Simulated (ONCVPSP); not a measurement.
**boron: excitation energies, all-electron against ONCV**

```
Element                 : boron (B)
Generator               : ONCVPSP 4.0.1
Type                    : optimised norm-conserving Vanderbilt (ONCV)
Functional              : LDA (Perdew-Wang 92)
Relativity              : non-relativistic
Frozen core             : [He]
Valence charge          : 3
Reference configuration : 2s2 2p1
Partial waves           : 2s: rc 1.15 bohr, ncon 3, nbas 7, qcut 6.6 1/bohr, 1 projector; 2p: rc 2.95 bohr, ncon 3, nbas 7, qcut 3.7 1/bohr, 2 projectors, debl 2.7 Ha
Local potential         : polynomial inside 1.05 bohr (lpopt 5, dvloc0 6 Ha)
Core correction         : Teter function, fcfact 4, rcfact 1.05
```

Energies are relative to the spin-unpolarised reference configuration 2s2 2p1; without spin polarisation the order of configurations can differ from experiment.

| valence configuration | charge | ΔE all-electron (eV) | error AE − PS (meV) |
| --- | --- | --- | --- |
| 2s2 2p0.5 | +0.5 | 2.941 | +20 |
| 2s0 2p3 | 0 | 11.386 | -82 |

Task: What are ΔE and the potential's error for 2s1 2p0?

Result: ΔE = 33.614 eV all-electron; the error (AE − PS) is +433 meV.

Task: What are ΔE and the potential's error for 2s2 2p0?

Result: ΔE = 8.324 eV all-electron; the error (AE − PS) is +136 meV.

Levels in the configuration 2s1 2p0:

| level | all-electron (eV) | pseudo (eV) |
| --- | --- | --- |
| 2s | -31.324 | -30.924 |
